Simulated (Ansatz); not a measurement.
Ansatz (an electronic-structure program) input for CH7GaN2, SMILES [NH2][Ga]([CH3])[NH2], CAM-B3LYP/def2-SVPD. Geometry: TPSSh-D3(BJ)/def2-SVP. The structure was generated by enumeration; whether it is a known compound was not checked. The values are those of a single conformer.

Ansatz 0.2 input:
```yaml
crystal:
  periodic: [false, false, false]
  atoms:
    - {symbol: Ga, position_ang: [0.00111586, 0.00249556, 0.00208081]}
    - {symbol: C, position_ang: [-1.40840553, -1.34427909, -0.26215432]}
    - {symbol: H, position_ang: [-1.12860491, -2.03318715, -1.07595641]}
    - {symbol: H, position_ang: [-2.36297045, -0.86788545, -0.53465994]}
    - {symbol: H, position_ang: [-1.56388781, -1.94212015, 0.64927238]}
    - {symbol: N, position_ang: [0.00586865, 1.59409753, -0.89481237]}
    - {symbol: H, position_ang: [-0.63410546, 1.80379439, -1.65471249]}
    - {symbol: H, position_ang: [0.77449477, 2.25778358, -0.87365540]}
    - {symbol: N, position_ang: [1.39489835, -0.25808501, 1.15333839]}
    - {symbol: H, position_ang: [2.09201464, 0.44647175, 1.37511529]}
    - {symbol: H, position_ang: [1.43353189, -1.02863252, 1.81333503]}
basis:
  gaussian:
    orbitals: def2-SVPD
hamiltonian:
  xc: {name: CAM-B3LYP}
```

It prints:

```
WARN ansatz: RAYON_NUM_THREADS=1 ignored (pool sized by the plan → 1); use --threads N
Functional definition: CAM-B3LYP
integrals: 0.11 GiB planned
1412 factors; their error is unknown
integrals: 0.14 GiB planned
540 factors; integrals over basis functions are off by at most 8.1e-6 eV
mean field: 1.00 GiB planned
mean field evaluation 1: about -56490.1403 eV, gradient 7.9e1 eV
mean field evaluation 2: about -56484.2305 eV, gradient 9.4e1 eV
mean field evaluation 4: about -56502.3298 eV, gradient 2.9e0 eV
mean field evaluation 8: about -56502.3481 eV, gradient 1.8e-1 eV
mean field evaluation 16: about -56502.4783 eV, gradient 1.3e-4 eV
mean field -56502.47825217 eV, -2076.4277770118 hartree, gradient 1.3e-5 eV, S^2 0.000000; 0 other end points of the search recorded, 0 dependent functions left out
reference -56502.47839617 eV, -2076.4277823038 hartree; 29, 29 occupied and 125, 125 virtual orbitals, 1412 factors
Total energy: -56502.47839617 eV, -2076.4277823038 hartree
```

The run converged.
